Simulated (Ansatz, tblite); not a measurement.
Cost and result up the ladder for (F2Al-mu-PH2)3 (Al₃P₃H₆F₆) (18 atoms). The state is a singlet with charge 0. Geometry: PBE-D4/def2-SVP.

Cartesian coordinates in Å:
```
Al 0.7419 1.2788 1.5773
F 1.2899 2.6393 2.3931
F 0.2257 -0.1049 2.4033
P -1.1412 1.6985 0.1347
Al -2.4282 -0.3308 -0.1116
F -3.3268 -0.4659 1.3015
F -3.1958 -0.4310 -1.6030
P -0.6237 -1.9326 -0.2111
Al 1.1443 -0.9837 -1.5452
F 2.0424 -2.1055 -2.4123
F 0.3392 0.2854 -2.3255
P 2.3653 0.2725 0.1066
H -1.9447 2.7102 0.7428
H -0.7891 2.3084 -1.1020
H -1.0618 -3.1632 -0.7851
H -0.1701 -2.3498 1.0724
H 3.2698 -0.5178 0.8756
H 3.2630 1.1922 -0.5115
```

Ansatz on 2 threads of AMD EPYC 7R13 on a shared host and a share (18 GiB) of an NVIDIA H100 80GB HBM3; xTB runs through tblite on one thread. Times are rough, summed over both states, and most runs start from the orbitals of an earlier one. PBE0-D4/def2-TZVP serves as the yardstick here, not as an exact answer. The other state is a triplet.

The xTB rows come from tblite. Single mean-field runs in def2-TZVP are fitted with def2-universal-jkfit.

xTB has no spin-polarisation term.

```
                            level  functions  wall time  vertical triplet (eV)  difference from PBE0-D4/def2-TZVP (eV)
                         GFN2-xTB         84    0.069 s                   3.91                                   -1.38
                         GFN1-xTB         90    0.078 s                   3.84                                   -1.45
                 PBE-D4/def2-TZVP        444      6.6 s                   4.68                                   -0.60
r2SCAN-D4/def2-TZVP (with forces)        444      9.5 s                   4.97                                   -0.31
                PBE0-D4/def2-TZVP        444       10 s                   5.29                                    0.00
```
